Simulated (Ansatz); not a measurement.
Ansatz (a first-principles code) input file for Al(I)(Me)(OH) (CH₄AlIO), SMILES [Al]([CH3])([OH])[I], B3LYP-D3(BJ)/def2-SVP. 

Ansatz 0.2 input:
```yaml
crystal:
  periodic: [false, false, false]
  atoms:
    - {symbol: Al, position_ang: [1.10307269, 0.85686624, 0.05797788]}
    - {symbol: I, position_ang: [-0.87045139, -0.72504610, -0.00940184]}
    - {symbol: C, position_ang: [1.10912401, 2.48413279, -1.07365830]}
    - {symbol: H, position_ang: [1.90259036, 2.44398105, -1.82401284]}
    - {symbol: H, position_ang: [1.29169061, 3.38238767, -0.47865065]}
    - {symbol: H, position_ang: [0.16453395, 2.62307150, -1.60390063]}
    - {symbol: O, position_ang: [2.34283027, 0.46601854, 1.05619917]}
    - {symbol: H, position_ang: [3.03777787, 0.20579719, 1.64350592]}
basis:
  gaussian:
    orbitals: def2-SVP
hamiltonian:
  xc: b3lyp
  dispersion: d3bj
relax: {f_tol: 0.002, max_steps: 200}
```

It prints:

```
WARN ansatz: RAYON_NUM_THREADS=1 ignored (pool sized by the plan → 1); use --threads N
Functional definition: B3LYP
integrals: 0.05 GiB planned
1063 factors; integrals over basis functions are off by at most 3.3e-4 eV
mean field: 0.38 GiB planned
mean field evaluation 1: about -17838.3619 eV, gradient 7.2e1 eV
mean field evaluation 2: about -17815.0571 eV, gradient 1.2e2 eV
mean field evaluation 4: about -17848.8942 eV, gradient 7.6e0 eV
mean field evaluation 8: about -17849.0403 eV, gradient 5.8e-2 eV
mean field -17849.04033472 eV, -655.9401337869 hartree, gradient 1.7e-5 eV, S^2 0.000000; 0 other end points of the search recorded, 0 dependent functions left out
the calculation of the forces begins
reference -17849.04057918 eV, -655.9401427705 hartree; 28, 28 occupied and 64, 64 virtual orbitals, 1063 factors
relax step   1: F+E_penalty+E_count = -17849.32966950 eV  Δ(F+E_penalty+E_count) = +0.000e0 eV  max|allowed force component| = 8.637e-1 eV/Å  Δτ_max = 0.0000 Å  (26 SCF iters, accepted)
these checks for a lower state are left out or cut short: starts, cluster_reference, orbital_swaps, neighbouring_geometries, increment
integrals: 0.05 GiB planned
1063 factors; integrals over basis functions are off by at most 3.3e-4 eV
mean field: 0.38 GiB planned
mean field evaluation 16: about -17849.0500 eV, gradient 2.4e0 eV
[...]
these checks for a lower state are left out or cut short: starts, cluster_reference, orbital_swaps, neighbouring_geometries, increment
integrals: 0.05 GiB planned
1063 factors; integrals over basis functions are off by at most 4.4e-4 eV
mean field: 0.38 GiB planned
mean field evaluation 288: about -17849.1961 eV, gradient 3.8e-5 eV
mean field -17849.19610535 eV, -655.9458582518 hartree, gradient 2.6e-5 eV, S^2 0.000000; 0 other end points of the search recorded, 0 dependent functions left out
the calculation of the forces begins
reference -17849.19634933 eV, -655.9458672181 hartree; 28, 28 occupied and 64, 64 virtual orbitals, 1063 factors
relax step  42: F+E_penalty+E_count = -17849.49240492 eV  Δ(F+E_penalty+E_count) = -6.254e-5 eV  max|allowed force component| = 5.276e-2 eV/Å  Δτ_max = 0.0559 Å  (30 SCF iters, accepted)
these checks for a lower state are left out or cut short: starts, cluster_reference, orbital_swaps, neighbouring_geometries, increment
integrals: 0.05 GiB planned
1063 factors; integrals over basis functions are off by at most 4.4e-4 eV
mean field: 0.38 GiB planned
mean field -17849.19618468 eV, -655.9458611674 hartree, gradient 9.4e-6 eV, S^2 0.000000; 0 other end points of the search recorded, 0 dependent functions left out
the calculation of the forces begins
reference -17849.19642865 eV, -655.9458701330 hartree; 28, 28 occupied and 64, 64 virtual orbitals, 1063 factors
relax step  43: F+E_penalty+E_count = -17849.49251000 eV  Δ(F+E_penalty+E_count) = -1.051e-4 eV  max|allowed force component| = 9.131e-3 eV/Å  Δτ_max = 0.0073 Å  (24 SCF iters, accepted)
these checks for a lower state are left out or cut short: starts, cluster_reference, orbital_swaps, neighbouring_geometries, increment
integrals: 0.05 GiB planned
1063 factors; integrals over basis functions are off by at most 4.5e-4 eV
mean field: 0.38 GiB planned
mean field -17849.19622178 eV, -655.9458625307 hartree, gradient 2.7e-5 eV, S^2 0.000000; 0 other end points of the search recorded, 0 dependent functions left out
the calculation of the forces begins
reference -17849.19646575 eV, -655.9458714964 hartree; 28, 28 occupied and 64, 64 virtual orbitals, 1063 factors
relax step  44: F+E_penalty+E_count = -17849.49255682 eV  Δ(F+E_penalty+E_count) = -4.683e-5 eV  max|allowed force component| = 7.829e-3 eV/Å  Δτ_max = 0.0215 Å  (31 SCF iters, accepted)
these checks for a lower state are left out or cut short: starts, cluster_reference, orbital_swaps, neighbouring_geometries, increment
integrals: 0.05 GiB planned
1063 factors; integrals over basis functions are off by at most 4.9e-4 eV
mean field: 0.38 GiB planned
mean field -17849.19584954 eV, -655.9458488511 hartree, gradient 2.6e-5 eV, S^2 0.000000; 0 other end points of the search recorded, 0 dependent functions left out
the calculation of the forces begins
reference -17849.19609337 eV, -655.9458578118 hartree; 28, 28 occupied and 64, 64 virtual orbitals, 1063 factors
relax step  45: F+E_penalty+E_count = -17849.49216451 eV  Δ(F+E_penalty+E_count) = +3.923e-4 eV  max|allowed force component| = 8.793e-2 eV/Å  Δτ_max = 0.0728 Å  (29 SCF iters, rejected (line search))
these checks for a lower state are left out or cut short: starts, cluster_reference, orbital_swaps, neighbouring_geometries, increment
integrals: 0.05 GiB planned
1063 factors; integrals over basis functions are off by at most 4.6e-4 eV
mean field: 0.38 GiB planned
mean field -17849.19623561 eV, -655.9458630390 hartree, gradient 2.7e-5 eV, S^2 0.000000; 0 other end points of the search recorded, 0 dependent functions left out
the calculation of the forces begins
reference -17849.19647952 eV, -655.9458720025 hartree; 28, 28 occupied and 64, 64 virtual orbitals, 1063 factors
relax step  46: F+E_penalty+E_count = -17849.49260787 eV  Δ(F+E_penalty+E_count) = -5.105e-5 eV  max|allowed force component| = 7.935e-3 eV/Å  Δτ_max = 0.0263 Å  (31 SCF iters, accepted)
these checks for a lower state are left out or cut short: starts, cluster_reference, orbital_swaps, neighbouring_geometries, increment
integrals: 0.05 GiB planned
1063 factors; integrals over basis functions are off by at most 4.7e-4 eV
mean field: 0.38 GiB planned
mean field evaluation 320: about -17849.1853 eV, gradient 2.5e-3 eV
mean field -17849.19623991 eV, -655.9458631968 hartree, gradient 2.7e-5 eV, S^2 0.000000; 0 other end points of the search recorded, 0 dependent functions left out
the calculation of the forces begins
reference -17849.19648376 eV, -655.9458721584 hartree; 28, 28 occupied and 64, 64 virtual orbitals, 1063 factors
relax step  47: F+E_penalty+E_count = -17849.49261365 eV  Δ(F+E_penalty+E_count) = -5.776e-6 eV  max|allowed force component| = 1.721e-2 eV/Å  Δτ_max = 0.0229 Å  (30 SCF iters, accepted)
these checks for a lower state are left out or cut short: starts, cluster_reference, orbital_swaps, neighbouring_geometries, increment
integrals: 0.05 GiB planned
1063 factors; integrals over basis functions are off by at most 4.7e-4 eV
mean field: 0.38 GiB planned
mean field -17849.19623654 eV, -655.9458630732 hartree, gradient 9.7e-6 eV, S^2 0.000000; 0 other end points of the search recorded, 0 dependent functions left out
the calculation of the forces begins
reference -17849.19648039 eV, -655.9458720345 hartree; 28, 28 occupied and 64, 64 virtual orbitals, 1063 factors
relax step  48: F+E_penalty+E_count = -17849.49262323 eV  Δ(F+E_penalty+E_count) = -9.579e-6 eV  max|allowed force component| = 1.168e-2 eV/Å  Δτ_max = 0.0036 Å  (23 SCF iters, accepted)
these checks for a lower state are left out or cut short: starts, cluster_reference, orbital_swaps, neighbouring_geometries, increment
integrals: 0.05 GiB planned
1063 factors; integrals over basis functions are off by at most 4.7e-4 eV
mean field: 0.38 GiB planned
mean field -17849.19623903 eV, -655.9458631647 hartree, gradient 2.8e-5 eV, S^2 0.000000; 0 other end points of the search recorded, 0 dependent functions left out
the calculation of the forces begins
reference -17849.19648289 eV, -655.9458721262 hartree; 28, 28 occupied and 64, 64 virtual orbitals, 1063 factors
relax step  49: F+E_penalty+E_count = -17849.49262817 eV  Δ(F+E_penalty+E_count) = -4.945e-6 eV  max|allowed force component| = 5.118e-3 eV/Å  Δτ_max = 0.0010 Å  (21 SCF iters, accepted)
these checks for a lower state are left out or cut short: starts, cluster_reference, orbital_swaps, neighbouring_geometries, increment
integrals: 0.05 GiB planned
1063 factors; integrals over basis functions are off by at most 4.7e-4 eV
mean field: 0.38 GiB planned
mean field -17849.19623448 eV, -655.9458629974 hartree, gradient 1.4e-5 eV, S^2 0.000000; 0 other end points of the search recorded, 0 dependent functions left out
the calculation of the forces begins
reference -17849.19647832 eV, -655.9458719585 hartree; 28, 28 occupied and 64, 64 virtual orbitals, 1063 factors
relax step  50: F+E_penalty+E_count = -17849.49263265 eV  Δ(F+E_penalty+E_count) = -4.479e-6 eV  max|allowed force component| = 1.330e-3 eV/Å  Δτ_max = 0.0062 Å  (24 SCF iters, accepted)
these checks for a lower state are left out or cut short: starts, cluster_reference, orbital_swaps, neighbouring_geometries, increment
integrals: 0.05 GiB planned
1063 factors; integrals over basis functions are off by at most 4.8e-4 eV
mean field: 0.38 GiB planned
mean field -17849.19622934 eV, -655.9458628085 hartree, gradient 1.0e-5 eV, S^2 0.000000; 0 other end points of the search recorded, 0 dependent functions left out
the calculation of the forces begins
reference -17849.19647316 eV, -655.9458717689 hartree; 28, 28 occupied and 64, 64 virtual orbitals, 1063 factors
relax step  51: F+E_penalty+E_count = -17849.49263494 eV  Δ(F+E_penalty+E_count) = -2.286e-6 eV  max|allowed force component| = 1.058e-3 eV/Å  Δτ_max = 0.0093 Å  (23 SCF iters, accepted)
these checks for a lower state are left out or cut short: starts, cluster_reference, orbital_swaps, neighbouring_geometries, increment
integrals: 0.05 GiB planned
1063 factors; integrals over basis functions are off by at most 4.8e-4 eV
mean field: 0.38 GiB planned
mean field evaluation 352: about -17849.1962 eV, gradient 8.8e-6 eV
mean field -17849.19622701 eV, -655.9458627228 hartree, gradient 8.9e-6 eV, S^2 0.000000; 0 other end points of the search recorded, 0 dependent functions left out
the calculation of the forces begins
reference -17849.19647082 eV, -655.9458716827 hartree; 28, 28 occupied and 64, 64 virtual orbitals, 1063 factors
relax step  52: F+E_penalty+E_count = -17849.49263428 eV  Δ(F+E_penalty+E_count) = +6.531e-7 eV  max|allowed force component| = 2.139e-3 eV/Å  Δτ_max = 0.0074 Å  (23 SCF iters, rejected (line search))
these checks for a lower state are left out or cut short: starts, cluster_reference, orbital_swaps, neighbouring_geometries, increment
integrals: 0.05 GiB planned
1063 factors; integrals over basis functions are off by at most 4.8e-4 eV
mean field: 0.38 GiB planned
mean field -17849.19623138 eV, -655.9458628836 hartree, gradient 8.1e-5 eV, S^2 0.000000; 0 other end points of the search recorded, 0 dependent functions left out
the calculation of the forces begins
reference -17849.19647520 eV, -655.9458718438 hartree; 28, 28 occupied and 64, 64 virtual orbitals, 1063 factors
relax step  53: F+E_penalty+E_count = -17849.49263552 eV  Δ(F+E_penalty+E_count) = -5.843e-7 eV  max|allowed force component| = 9.309e-4 eV/Å  Δτ_max = 0.0036 Å  (20 SCF iters, accepted)
integrals: 0.05 GiB planned
1063 factors; integrals over basis functions are off by at most 4.8e-4 eV
mean field: 0.38 GiB planned
mean field -17849.19623138 eV, -655.9458628836 hartree, gradient 8.1e-5 eV, S^2 0.000000; 1 other end points of the search recorded, 0 dependent functions left out
the calculation of the forces begins
reference -17849.19647520 eV, -655.9458718438 hartree; 28, 28 occupied and 64, 64 virtual orbitals, 1063 factors
Total energy: -17849.49287934 eV, -655.9567644949 hartree
Atom 0 at     1.204527     0.914716     0.021290 Å, force    -0.000440     0.000150    -0.000447 eV/Å
Atom 1 at    -0.367028    -0.999778    -0.313862 Å, force     0.000035     0.000014     0.000019 eV/Å
Atom 2 at     1.112892     2.499483    -1.090297 Å, force    -0.000203     0.000191    -0.000471 eV/Å
Atom 3 at     1.262706     2.241695    -2.151884 Å, force     0.000046     0.000133     0.000217 eV/Å
Atom 4 at     1.878660     3.234456    -0.796652 Å, force    -0.000016    -0.000035     0.000038 eV/Å
Atom 5 at     0.121303     2.975386    -1.012199 Å, force     0.000252    -0.000048     0.000069 eV/Å
Atom 6 at     2.370181     0.804927     1.254510 Å, force    -0.000389    -0.000931     0.000184 eV/Å
Atom 7 at     2.497926     0.066323     1.857153 Å, force     0.000716     0.000524     0.000392 eV/Å
Dipole moment:     0.137337     0.116302     0.062018 e Å
```

The calculation finished and met its thresholds.
